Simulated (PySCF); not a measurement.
Mapped SMILES: `[CH3:1][C:2]([CH3:3])([CH3:4])[SiH2:5][B:6]([OH:7])[OH:8]`; H(Xn) means a hydrogen on atom n.

Theory: PBE0-D3(BJ)/def2-SVP geometry, GIAO HF/pcSseg-1 shieldings, in PySCF (non-relativistic Hamiltonian, in vacuum, equivalent nuclei averaged, one computed conformer).

Q: List the cross peaks expected in HSQC, COSY and HMBC spectra.

A: 

HSQC (one-bond C–H):
```
                      δH               δC
1.04 (H(C1)/H(C3)/H(C4))  26.5 (C1/C3/C4)
```

HMBC (two and three bonds, from the bond graph):
```
                      δH                         δC
           3.22 (H(Si5))  26.5 (C1/C3/C4), 8.8 (C2)
1.04 (H(C1)/H(C3)/H(C4))  26.5 (C1/C3/C4), 8.8 (C2)
```

No COSY cross peaks are expected.

Shifts are taken against calculated references (same method and geometry level): TMS for 1H (σref 31.69), 13C (σref 190.85).

Exchangeable OH/NH protons stand at their gas-phase positions; hydrogen bonding in a real sample shifts them, mostly to higher δ. Shifts are as computed. Against solution values, carbons near 30 ppm lie about -0 ppm off and those near 130 ppm about +7 ppm. Of 1309 compounds with measured shifts, 239 miss one by over three times the rms of a fit or turn the order of signals round; such compounds aren't used in these exercises.
